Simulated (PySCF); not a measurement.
## Ionisation energy of B²⁺ by level of theory

B²⁺ [He] 2s1 (2S) → B³⁺ 1s2 (1S), as a difference of total energies. All numbers are calculated (PySCF 2.14, the non-relativistic Hamiltonian (point nucleus), in pcseg-2). The calculations carry no spin-orbit coupling.

```tsv
method	ionisation energy (eV)	error (eV)
UHF	37.779	-0.152
BP86	38.032	+0.101
PBE	38.212	+0.281
```

Reference: 37.931 eV (measured; NIST Atomic Spectra Database, ionization energies).
